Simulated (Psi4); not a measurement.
rhenium atom (Re), sextet (core potentials on Re); TPSS/def2-TZVPD (Psi4).

The Psi4 input:
```
memory 2 GB

molecule mol {
0 6
  Re    0.000000    0.000000    0.000000
}

set basis def2-tzvpd
set reference uks

energy('tpss')
print_variables()
```

Q: Predict the main parts of the log of this Psi4 run.

A: 
```
   => Loading Basis Set <=

    Name: DEF2-TZVPD
    Role: ORBITAL
    Keyword: BASIS

    !!!  WARNING: ECP capability is in beta. Please check occupations closely.  !!!

         ---------------------------------------------------------
                                   SCF
               by Justin Turney, Rob Parrish, Andy Simmonett
                          and Daniel G. A. Smith
                              UKS Reference
         ---------------------------------------------------------

  ==> Geometry <==

    Molecular point group: d2h
    Geometry (in Angstrom), charge = 0, multiplicity = 6:

       Center              X                  Y                   Z               Mass
    ------------   -----------------  -----------------  -----------------  -----------------
         RE           0.000000000000     0.000000000000     0.000000000000   186.955750100000

  Running in d2h symmetry.

  Rotational constants: A = ************  B = ************  C = ************ [cm^-1]
  Rotational constants: A = ************  B = ************  C = ************ [MHz]
  Nuclear repulsion =    0.000000000000000

  Charge       = 0
  Multiplicity = 6
  Electrons    = 15
  Nalpha       = 10
  Nbeta        = 5

  ==> Algorithm <==

  SCF Algorithm Type is DF.
  DIIS enabled.
  MOM disabled.
  Fractional occupation disabled.
  Guess Type is CORE.
  Energy threshold   = 1.00e-06
  Density threshold  = 1.00e-06
  Integral threshold = 1.00e-12

  ==> Primary Basis <==

  Basis Set: DEF2-TZVPD
    Blend: DEF2-TZVPD
    Number of shells: 15
    Number of basis functions: 43
    Number of Cartesian functions: 49
    Spherical Harmonics?: true
    Max angular momentum: 3

  Core potential: DEF2-TZVPD
    Number of shells: 4
    Number of ECP primitives: 10
    Number of ECP core electrons: 60
    Max angular momentum: 3

  ==> DFT Potential <==

   => LibXC <=

    Version 7.1.2
    S. Lehtola, C. Steigemann, M. J. T. Oliveira, and M. A. L. Marques,  SoftwareX 7, 1–5 (2018) (10.1016/j.softx.2017.11.002)

   => Composite Functional: TPSS <=

    TPSS Meta-GGA XC Functional

    J. Tao, et al., Phys. Rev. Lett., 91, 146401, 2003

    Deriv               =              1
    GGA                 =           TRUE
    Meta                =           TRUE

    Exchange Hybrid     =          FALSE
    MP2 Hybrid          =          FALSE

   => Exchange Functionals <=

    1.0000   XC_MGGA_X_TPSS

   => Correlation Functionals <=

    1.0000   XC_MGGA_C_TPSS

   => LibXC Density Thresholds  <==

    XC_MGGA_C_TPSS:  1.00E-15
    XC_MGGA_X_TPSS:  1.00E-15

   => Molecular Quadrature <=

    Radial Scheme          =       TREUTLER
    Pruning Scheme         =           NONE
    Nuclear Scheme         =       TREUTLER

    Blocking Scheme        =         OCTREE
    BS radius alpha        =              1
    Pruning alpha          =              1
    Radial Points          =             75
    Spherical Points       =            302
    Total Points           =          21738
    Total Blocks           =            245
    Max Points             =            245
    Max Functions          =             43
    Weights Tolerance      =       1.00E-15

   => Loading Basis Set <=

    Name: (DEF2-TZVPD AUX)
    Role: JKFIT
    Keyword: DF_BASIS_SCF

  ==> Integral Setup <==

  SCF_SUBTYPE=INCORE selected. In-core MEM_DF algorithm will be used.
  Using in-core AOs.

  ==> MemDFJK: Density-Fitted J/K Matrices <==

    J tasked:                   Yes
    K tasked:                    No
    wK tasked:                   No
    Algorithm:                 Core
    Schwarz Cutoff:           1E-12
    Mask sparsity (%):       0.0000
    Fitting Condition:        1E-10

   => Auxiliary Basis Set <=

  Basis Set: (DEF2-TZVPD AUX)
    Blend: DEF2-UNIVERSAL-JKFIT
    Number of shells: 45
    Number of basis functions: 227
    Number of Cartesian functions: 341
    Spherical Harmonics?: true
    Max angular momentum: 6

  Minimum eigenvalue in the overlap matrix is 1.7141677145E-02.
  Reciprocal condition number of the overlap matrix is 5.2285886180E-03.
    Using symmetric orthogonalization.

  ==> Pre-Iterations <==

  SCF Guess: Core (One-Electron) Hamiltonian.

   -------------------------------------------------------
    Irrep   Nso     Nmo     Nalpha   Nbeta   Ndocc  Nsocc
   -------------------------------------------------------
     Ag        12      12       4       2       2       2
     B1g        3       3       1       0       0       1
     B2g        3       3       1       0       0       1
     B3g        3       3       1       0       0       1
     Au         1       1       0       0       0       0
     B1u        7       7       1       1       1       0
     B2u        7       7       1       1       1       0
     B3u        7       7       1       1       1       0
   -------------------------------------------------------
    Total      43      43      10       5       5       5
   -------------------------------------------------------

  ==> Iterations <==

                           Total Energy        Delta E     RMS |[F,P]|

    Occupation by irrep:
             Ag   B1g   B2g   B3g    Au   B1u   B2u   B3u
    DOCC [     2,    0,    0,    0,    0,    1,    1,    1 ]
    SOCC [     0,    0,    0,    0,    0,    1,    2,    2 ]
    NA   [     2,    0,    0,    0,    0,    2,    3,    3 ]
    NB   [     2,    0,    0,    0,    0,    1,    1,    1 ]

   @DF-UKS iter   1:   -72.86667830679478   -7.28667e+01   1.73159e-01 ADIIS
    Occupation by irrep:
             Ag   B1g   B2g   B3g    Au   B1u   B2u   B3u
    DOCC [     2,    0,    0,    0,    0,    1,    1,    1 ]
    SOCC [     2,    1,    1,    1,    0,    0,    0,    0 ]
    NA   [     4,    1,    1,    1,    0,    1,    1,    1 ]
    NB   [     2,    0,    0,    0,    0,    1,    1,    1 ]

   @DF-UKS iter   2:   -70.94969210682611    1.91699e+00   1.73392e-01 ADIIS
   @DF-UKS iter   3:   -78.05379927060827   -7.10411e+00   1.39154e-02 DIIS/ADIIS
   @DF-UKS iter   4:   -78.01645527226978    3.73440e-02   2.81491e-02 DIIS/ADIIS
   @DF-UKS iter   5:   -78.14561067334151   -1.29155e-01   9.94111e-03 DIIS/ADIIS
   @DF-UKS iter   6:   -78.16431980603792   -1.87091e-02   2.08940e-04 DIIS/ADIIS
   @DF-UKS iter   7:   -78.16433212646432   -1.23204e-05   4.49840e-05 DIIS
   @DF-UKS iter   8:   -78.16433421391035   -2.08745e-06   1.82381e-05 DIIS
   @DF-UKS iter   9:   -78.16433522219882   -1.00829e-06   1.04364e-05 DIIS
   @DF-UKS iter  10:   -78.16433556178785   -3.39589e-07   2.66432e-06 DIIS
   @DF-UKS iter  11:   -78.16433556513164   -3.34379e-09   3.70135e-08 DIIS
  Energy and wave function converged.

  ==> Post-Iterations <==

   Electrons on quadrature grid:
      Nalpha   =   10.0000000000 ; deviation = -2.132e-14
      Nbeta    =    5.0000000000 ; deviation = 7.994e-15
      Ntotal   =   15.0000000000 ; deviation = -1.332e-14

   @Spin Contamination Metric:   1.664636166E-02
   @S^2 Expected:                8.750000000E+00
   @S^2 Observed:                8.766646362E+00
   @S   Expected:                2.500000000E+00
   @S   Observed:                2.500000000E+00

    Orbital Energies [Eh]
    ---------------------

    Alpha Occupied:

[...]
       4Ag    -0.239378

    Alpha Virtual:

[...]
    Beta Occupied:

[...]
    Beta Virtual:

[...]
    Final Occupation by Irrep:
             Ag   B1g   B2g   B3g    Au   B1u   B2u   B3u
    DOCC [     2,    0,    0,    0,    0,    1,    1,    1 ]
    SOCC [     2,    1,    1,    1,    0,    0,    0,    0 ]
    NA   [     4,    1,    1,    1,    0,    1,    1,    1 ]
    NB   [     2,    0,    0,    0,    0,    1,    1,    1 ]

  @DF-UKS Final Energy:   -78.16433556513164

   => Energetics <=

    Nuclear Repulsion Energy =              0.0000000000000000
    One-Electron Energy =                -132.5617846047516082
    Two-Electron Energy =                  62.8249464204781276
    DFT Exchange-Correlation Energy =      -8.4274973808581510
    Empirical Dispersion Energy =           0.0000000000000000
    VV10 Nonlocal Energy =                  0.0000000000000000
    Total Energy =                        -78.1643355651316369

  UHF NO Occupations:
  HONO-2 :    1B3g 1.0000000
  HONO-1 :    4 Ag 1.0000000
  HONO-0 :    1B2g 1.0000000
  LUNO+0 :    5 Ag 0.0081476
  LUNO+1 :    2B3u 0.0000594
  LUNO+2 :    2B2u 0.0000594
  LUNO+3 :    2B1u 0.0000594

Computation Completed

Properties will be evaluated at   0.000000,   0.000000,   0.000000 [a0]

Properties computed using the SCF density matrix

 Multipole Moments:

 ------------------------------------------------------------------------------------
     Multipole            Electronic (a.u.)      Nuclear  (a.u.)        Total (a.u.)
 ------------------------------------------------------------------------------------

 L = 1.  Multiply by 2.5417464519 to convert [e a0] to [Debye]
 Dipole X            :          0.0000000            0.0000000            0.0000000
 Dipole Y            :          0.0000000            0.0000000            0.0000000
 Dipole Z            :          0.0000000            0.0000000            0.0000000
 Magnitude           :                                                    0.0000000

 ------------------------------------------------------------------------------------

  Variable Map:
  ----------------------------------------------------------------------------
[...]
  Array Variable Map:
  ----------------------------------------------------------------------------
[...]
[...]
```
